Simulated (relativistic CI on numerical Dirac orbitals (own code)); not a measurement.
**How well does a small relativistic CI reproduce Os?**

Computed by Dirac-Coulomb-Breit CI, KLI orbitals optimised for each configuration, model QED, valence Slater integrals scaled by 0.85, P86 correlation energy added to each configuration (own radial code, finite nucleus).

Configuration list (outside the closed core [Xe] 4f14): 5d6.6s2, 5d7.6s, 5d6.6s.6p, 5d7.6p, 5d8, 5d6.6p2, 5d6.6s.6d, 5d7.6d, 5d6.6s.6f, 5d7.5f, 5d7.5g, 5d7.7p. Levels of other configurations are missing.

| Configuration | Term (tabulated) | J | Measured (cm⁻¹) | Computed | Error | Purity (%) |
| --- | --- | --- | --- | --- | --- | --- |
| 5d6.6s2 | 5D | 4 | 0.0 | 0 | 0 | 78 |
| 5d6.6s2 | 5D | 3 | 4159.3 | 3868 | -292 | 88 |
| 5d7.6s | 5F | 5 | 5143.9 | 2296 | -2848 | 91 |
| 5d6.6s2 | 5D | 1 | 5766.1 | 5132 | -634 | 70 |
| 5d6.6s2 | 5D | 0 | 6092.8 | 5570 | -523 | 71 |
| 5d7.6s | 5F | 4 | 8742.8 | 5713 | -3029 | 89 |
| 5d7.6s | 5F | 3 | 11378.0 | 8073 | -3305 | 90 |
| 5d7.6s | 5F | 2 | 12774.4 | 9625 | -3150 | 70 |
| 5d7.6s | 5F | 1 | 13020.1 | 10008 | -3012 | 77 |
| 5d6.6s.6p | 7D° | 4 | 22615.7 | 16182 | -6434 | 59 |
| 5d6.6s.6p | 7D° | 5 | 23462.9 | 16619 | -6844 | 77 |
| 5d6.6s.6p | 7D° † | 3 | 25012.9 | 18349 | -6664 | 72 |
| 5d6.6s.6p | 7D° † | 2 | 25275.4 | 19548 | -5728 | 72 |
| 5d6.6s.6p | 7D° | 1 | 27786.8 | 20767 | -7019 | 80 |
| 5d6.6s.6p | 7F° | 5 | 30280.0 | 23203 | -7077 | 71 |
| 5d6.6s.6p | 7P° | 3 | 33124.5 | 26567 | -6558 | 64 |
| 5d6.6s.6p | 5F° | 5 | 34365.3 | 29684 | -4682 | 66 |

Measured levels from NIST Handbook of Basic Atomic Spectroscopic Data (Sansonetti and Martin, J. Phys. Chem. Ref. Data 34, 1559 (2005)); pairs were made by configuration, J and term (by order where the table uses no LS term), so strongly mixed levels may be paired wrongly.

Mean error by configuration (cm⁻¹): 5d6.6s2 -483; 5d7.6s -3069; 5d6.6s.6p -6436. Over the excited levels the mean absolute error is 3958 cm⁻¹ (16 of the 30 excited levels that our extract of the source holds in range could be paired, and the others can miss by more), and the median relative error of those above 1,000 cm⁻¹ is 24 %. Some levels of the ground configuration have no partner. † marks terms whose computed intervals miss the measured ones by more than a factor of 2.5, or configurations far off the rest, from wrong mixing, a near crossing or a doubtful label or measurement; they are left out of the means.

Transition probabilities of persistent lines. The last column rescales the computed rate by the cube of measured over computed energy:

| λ measured (Å) | Lower | Upper | A tabulated (s⁻¹) | A computed | A rescaled |
| --- | --- | --- | --- | --- | --- |
| 3301.56 air | 5d6.6s2 5D_4 | 5d6.6s.6p 7F°_5 | 9.90e+06 | 1.30e+06 | 2.89e+06 |
